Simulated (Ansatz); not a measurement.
Harmonic frequencies (cm⁻¹) at PBE0-D4/def2-TZVP from Ansatz: 48, 225, 353, 379, 587, 662, 711, 722, 838, 1368, 1791, 1935, 1941, 1969, 2818.

Which molecule is it?
A. `[CH3][Sn][OH]`
B. `[CH2]1[O][SnH2]1`
C. `OB(F)[SiH2]Br`
D. `O=[CH][SnH3]`

D.
